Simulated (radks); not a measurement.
Results of a calculation; reference values are marked as such.
All-electron atom: I2+ in [Kr] 4d10 5s2 5p3 (the NIST ground configuration).

Level of theory: Dirac Kohn-Sham, Slater X-alpha with alpha = 0.72, spin-unpolarised, spherical densities, finite nucleus; open shells are shared between the two j in proportion to 2j + 1; Fermi nuclear charge, rms radius 4.75 fm (a radial shooting solver on a logarithmic mesh with Libxc functionals).

Energy parts (eV):
part                   energy
total             -193757.697
kinetic            205416.006
electron-nucleus  -469934.878
Hartree             75767.059
exchange            -5005.884

Orbitals (lengths in bohr, moments of r in powers of bohr):
| orbital | occ. | eigenvalue (eV) | <r^4> | small-component weight |
|---|---|---|---|---|
| 1s1/2 | 2 | -32978.67 | 2.646e-06 | 3.81e-02 |
| 2s1/2 | 2 | -5116.703 | 0.0004492 | 8.15e-03 |
| 2p1/2 | 2 | -4806.378 | 0.0002862 | 8.18e-03 |
| 2p3/2 | 4 | -4507.254 | 0.0003435 | 7.77e-03 |
| 3s1/2 | 2 | -1049.629 | 0.01935 | 2.41e-03 |
| 3p1/2 | 2 | -920.7102 | 0.01840 | 2.36e-03 |
| 3p3/2 | 4 | -864.3572 | 0.02119 | 2.24e-03 |
| 3d3/2 | 4 | -636.0057 | 0.01720 | 2.13e-03 |
| 3d5/2 | 6 | -624.1212 | 0.01798 | 2.10e-03 |
| 4s1/2 | 2 | -200.7243 | 0.5611 | 6.96e-04 |
| 4p1/2 | 2 | -155.5723 | 0.6994 | 6.34e-04 |
| 4p3/2 | 4 | -144.4720 | 0.8090 | 5.97e-04 |
| 4d3/2 | 4 | -71.6223 | 1.597 | 4.55e-04 |
| 4d5/2 | 6 | -69.8744 | 1.679 | 4.46e-04 |
| 5s1/2 | 2 | -35.6831 | 22.76 | 1.31e-04 |
| 5p1/2 | 1 | -24.9930 | 41.21 | 9.96e-05 |
| 5p3/2 | 2 | -23.6586 | 47.67 | 9.29e-05 |

The highest occupied level is 5p3/2 at -23.659 eV. Summed over all electrons, <r^2> = 41.54 bohr^2, which gives a Langevin (diamagnetic) susceptibility term of -32.9 x 10^-6 cm^3/mol. The electron density at the nucleus is 2.483e+05 e/bohr^3. For comparison, the ionisation energy in NIST's Atomic Spectra Database is 29.57 eV (measured). In exact Kohn-Sham theory the highest level is minus the ionisation energy, but local and semilocal functionals leave it too shallow, through self-interaction and a potential that decays too fast; potentials with the right tail come closer. The density falls to 0.001 e/bohr^3 at r = 3.90 bohr.

Beside tabulated values, note that spin-unpolarised runs miss the spin-polarisation part of the exchange energy of open shells.
